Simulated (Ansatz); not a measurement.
Reaction (cleavage of the Ge–Ge bond): `[GeH3][SiH2][SiH2][SiH2][GeH2][GeH3]` + `CC=N` → `C/C=[N]\[GeH3]` + `[GeH3][SiH2][SiH2][SiH2][GeH3]`

Gas-phase electronic energies from Ansatz, PBE0-D4/def2-TZVP geometries. CBS: MP2 limit from def2 TZ/QZ plus the TZ coupled-cluster correction, frozen cores. DFT in def2-TZVPP. For Ge outer-core shells are correlated without core-valence functions, which leaves a few kJ/mol of doubt a bond. Scalar relativity is left out up to krypton. One conformer a species, not always the lowest.

```
         level  ΔE (eV)
       ωB97X-V     0.48
MP2/def2-TZVPP     0.50
```

What does CCSD(T)/CBS give? (An estimate is asked.)

The calculation gave: +0.52 eV. The listed levels differ from it by -0.04, -0.02 eV.

Largest T1 diagnostic among the species: 0.013.

In def2-TZVPP, CCSD(T) changes the Hartree–Fock value by +0.17 eV (the triples alone add +0.01 eV) and MP2 by +0.15 eV. The D4 term adds +0.07 eV with B3LYP and +0.05 eV with PBE0; it sums over pairs of atoms, weighted by their polarisabilities, and B3LYP, whose exchange is more repulsive, gets the larger term.

B3LYP here is the variant with VWN-RPA as its local correlation; programs differ in this.
